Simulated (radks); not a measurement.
Results of a calculation; reference values are marked as such.
All-electron atom: Hf II in [Xe] 4f13 5d1 6s2 6p1 (not the ground configuration).

Code: a radial shooting solver on a logarithmic mesh with Libxc functionals. Model: scalar-relativistic Kohn-Sham, LDA (Slater exchange, Perdew-Wang correlation), spin-polarised, spherical densities, finite nucleus; open shells are filled with parallel spins first (spin-orbit coupling, left out, can overturn this in heavy ions); Fermi nuclear charge, rms radius 5.347 fm.

Energy parts (eV):
| part | energy |
|---|---|
| total | -409967.15 |
| kinetic | 448943.31 |
| electron-nucleus | -1009963.11 |
| Hartree | 159149.81 |
| exchange-correlation | -8097.16 |

Orbitals (lengths in bohr, moments of r in powers of bohr; r(90%) holds 90 % of the orbital's charge):
orbital,occ.,eigenvalue (eV),r(90%),<r^2>,<1/r>
1s up,1,-65231.51,0.0345,0.0004958,83.71
1s down,1,-65231.50,0.0345,0.0004958,83.71
2s up,1,-11177.08,0.125,0.007652,19.55
2s down,1,-11177.00,0.125,0.007652,19.55
2p up,3,-9823.487,0.117,0.006288,17.85
2p down,3,-9823.420,0.117,0.006288,17.85
3s up,1,-2565.340,0.306,0.04988,7.230
3s down,1,-2564.760,0.306,0.04987,7.231
3p up,3,-2160.792,0.312,0.05048,6.707
3p down,3,-2160.210,0.312,0.05047,6.708
3d up,5,-1680.171,0.294,0.04191,6.347
3d down,5,-1679.699,0.294,0.04190,6.348
4s up,1,-535.1957,0.672,0.2473,3.072
4s down,1,-534.1189,0.672,0.2473,3.072
4p up,3,-402.1181,0.723,0.2810,2.799
4p down,3,-401.0674,0.723,0.2811,2.798
4d up,5,-229.9053,0.800,0.3297,2.486
4d down,5,-228.8736,0.800,0.3298,2.485
5s up,1,-85.5915,1.60,1.389,1.200
5s down,1,-84.7108,1.60,1.389,1.200
5p up,3,-52.7888,1.89,1.896,1.014
5p down,3,-51.8886,1.89,1.893,1.014
4f up,7,-39.4762,1.08,0.5321,1.967
4f down,6,-38.4461,1.08,0.5332,1.966
5d up,1,-15.8759,2.95,4.297,0.6755
5d down,0,-14.9224,2.96,4.316,0.6756
6s up,1,-14.7427,4.16,9.312,0.4409
6s down,1,-13.8220,4.21,9.498,0.4372
6p up,1,-8.8344,5.28,14.91,0.3458
6p down,0,-8.0696,5.44,15.67,0.3377

The highest occupied level is 6p up at -8.834 eV. The configuration is held as typed, so some empty levels lie below it. Spin moment in Bohr magnetons: 3. The density falls to 0.001 e/bohr^3 at r = 4.82 bohr.
